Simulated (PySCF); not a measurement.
Electron correlation in V (vanadium, neutral)

[Ar] 3d5, high-spin 6S determinant (an excited configuration). All numbers are calculated (PySCF 2.14, the non-relativistic Hamiltonian (point nucleus), in aug-cc-pVDZ (7s6p4d2f, 59 functions)). Frozen: [Ar]; 5 electrons correlated.

```tsv
level	correlation energy (mhartree)
CCSD	-94.60
(T)	-5.06
CCSD(T)	-99.66
```

Diagnostics: T1 = 0.043, D1 = 0.0611, largest double amplitude 0.046.

T1 exceeds 0.03, a sign that the reference determinant is poor.

Cost of the coupled-cluster step: roughly 1.8 core-seconds, for 5 correlated electrons.
